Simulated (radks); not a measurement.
Q: Neutral lithium, 3 electrons, occupied as [He] 2s1. Method: scalar-relativistic Kohn-Sham, PBE, spin-polarised, spherical densities, finite nucleus; open shells are filled with parallel spins first; Fermi nuclear charge, rms radius 2.444 fm; computed with a radial shooting solver on a logarithmic mesh with Libxc functionals. Some entries of the table are withheld. Estimate them.

orbital  occ.  eigenvalue (eV)  <r> (bohr)  <r^2> (bohr^2)
1s up       1              (1)         (2)          0.4657
1s down     1              (3)         (4)          0.4648
2s up       1          -3.2280         (5)           17.03

A: 
(1) 1s up eigenvalue (eV): -51.7414
(2) 1s up <r> (bohr): 0.5819
(3) 1s down eigenvalue (eV): -51.5152
(4) 1s down <r> (bohr): 0.5815
(5) 2s up <r> (bohr): 3.790
